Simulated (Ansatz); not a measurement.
Relaxation of CH5B2O (9 atoms, charge 1, multiplicity 1), to a largest force component of 0.015 eV/Å in at most 40 steps.

All numbers below come from RKS B3LYP/STO-3G in Ansatz 0.2.0.

```xyz
9
Properties=species:S:1:pos:R:3
B -0.787 1.163 -1.100
B -0.044 0.178 -0.094
C 0.737 -1.064 0.315
O 0.379 -0.008 1.248
H -0.230 2.022 -1.662
H -1.917 1.072 -1.378
H 0.257 -2.021 0.481
H 1.813 -1.133 0.196
H -0.207 -0.208 1.994
```

Task: Where does it end, and by what steps?

Result: It converged. Limits of this set-up: minimal basis. After 9 steps the energy has fallen by 0.355 eV; H9 moved furthest, 0.10 Å.

| step | energy less start (eV) | largest force component (eV/Å) | accepted |
| --- | --- | --- | --- |
| 0 | 0.0000 | 2.507 | yes |
| 1 | -0.2966 | 1.042 | yes |
| 2 | -0.3379 | 0.340 | yes |
| 3 | -0.2882 | 0.887 | no |
| 4 | -0.3497 | 0.108 | yes |
| 5 | -0.3517 | 0.178 | yes |
| 6 | -0.3544 | 0.071 | yes |
| 7 | -0.3546 | 0.031 | yes |
| 8 | -0.3546 | 0.017 | yes |
| 9 | -0.3547 | 0.007 | yes |

```xyz
9
Properties=species:S:1:pos:R:3
B -0.814 1.199 -1.130
B 0.014 0.163 -0.159
C 0.774 -1.115 0.289
O 0.417 0.036 1.267
H -0.244 2.095 -1.644
H -1.965 1.042 -1.331
H 0.234 -2.065 0.487
H 1.880 -1.204 0.235
H -0.295 -0.151 1.985
```

Whether the end is a true minimum wasn't checked by a vibrational analysis.

Time of the run: 20 s on 1 thread of AMD EPYC (Zen 3), on a shared host, peak memory 0.12 GiB.
